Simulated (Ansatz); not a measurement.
Total energies of the cluster Si₂Ge (the lowest singlet isomer of a short search) from Ansatz at r2SCAN-D4/def2-TZVP, gas phase (1 Eh = 27.2114 eV = 2625.5 kJ/mol). The reference geometry is relaxed at PBE0-D4/def2-TZVP.

```xyz
3

Si   -1.016    0.354    0.299
Si    0.456    0.738   -1.252
Ge    0.560   -1.092    0.954
```

| state | geometry | energy (Eh) |
| --- | --- | --- |
| charge 0 singlet | reference | -2655.85501 |
| charge 1 doublet | reference | -2655.55931 |
| charge 0 triplet | relaxed at PBE0-D4/def2-TZVP | -2655.85877 |
| charge 0 quintet | relaxed at PBE0-D4/def2-TZVP | -2655.78343 |

Problem. Work out the vertical ionisation energy to the doublet.

Solution. E(charge 1 doublet) − E(charge 0 singlet) = -2655.55931 − (-2655.85501) = 0.29570 Eh = 8.05 eV. For comparison, −ε of the highest occupied level is 5.51 eV at this level, 2.54 eV less.

Problem. Which of the charge 0 states is lowest, and how far above it are the others?

Solution. The triplet, but by less than the method's error, so the order isn't settled. singlet: -2655.85501 − (-2655.85877) = 0.00376 Eh = 9.9 kJ/mol; quintet: -2655.78343 − (-2655.85877) = 0.07534 Eh = 197.8 kJ/mol.

At r2SCAN-D4/def2-TZVP the charge 1 doublet is spin-contaminated (final ⟨S²⟩ up to 0.87, 0.75 for a pure state). 

The structure comes from a short search, and lower isomers may exist.
